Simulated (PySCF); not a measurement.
Si(AsH2)2(F)(H) (As2FH5Si), SMILES F[SiH]([AsH2])[AsH2].

Geometry: PBE-D3(BJ)/def2-SVP.

Calculation: TDDFT-M06-2X/def2-SVPD run with PySCF.

Vertical excitations. 

Computed excitation energies, oscillator strengths and character:
| state | energy (eV) | λ (nm) | f | main pairs |
|---|---|---|---|---|
| S1 | 5.80 | 214 | 0.085 | HOMO→LUMO 65 %, HOMO→LUMO+1 24 % |
| S2 | 6.03 | 206 | 0.073 | HOMO→LUMO+1 58 %, HOMO→LUMO 24 % |
| S3 | 6.22 | 199 | 0.028 | HOMO→LUMO+2 46 %, HOMO−1→LUMO 15 %, HOMO−1→LUMO+1 9 %, HOMO→LUMO+4 7 % |
| S4 | 6.46 | 192 | 0.023 | HOMO−1→LUMO 72 %, HOMO→LUMO+2 14 % |
| S5 | 6.54 | 190 | 0.002 | HOMO→LUMO+3 79 % |
| S6 | 6.68 | 186 | 0.409 | HOMO→LUMO+4 30 %, HOMO→LUMO+2 26 %, HOMO−1→LUMO+1 20 %, HOMO→LUMO+3 6 % |
| S7 | 6.87 | 181 | 0.088 | HOMO→LUMO+4 29 %, HOMO−1→LUMO+1 22 %, HOMO−1→LUMO+2 20 %, HOMO→LUMO+5 11 % |
| S8 | 7.00 | 177 | 0.086 | HOMO−1→LUMO+2 29 %, HOMO−1→LUMO+3 25 %, HOMO→LUMO+5 11 %, HOMO→LUMO+6 9 % |
| S9 | 7.26 | 171 | 0.028 | HOMO−2→LUMO 48 %, HOMO−1→LUMO+2 16 %, HOMO−1→LUMO+3 9 % |
| S10 | 7.43 | 167 | 0.149 | HOMO−2→LUMO 30 %, HOMO−1→LUMO+3 18 %, HOMO→LUMO+5 16 %, HOMO−1→LUMO+2 9 % |
| T1 | 4.99 | 248 | 0 | HOMO→LUMO 83 % |
| T2 | 5.45 | 227 | 0 | HOMO→LUMO+1 59 %, HOMO−1→LUMO 15 % |
| T3 | 5.56 | 223 | 0 | HOMO−1→LUMO 53 %, HOMO→LUMO+1 14 %, HOMO→LUMO+6 12 % |
| T4 | 5.70 | 218 | 0 | HOMO−1→LUMO+1 23 %, HOMO→LUMO+2 16 %, HOMO−1→LUMO+2 13 %, HOMO→LUMO+4 11 % |
Triplets are in the Tamm–Dancoff approximation, which puts them higher than full response would, so one can lie above its singlet here.
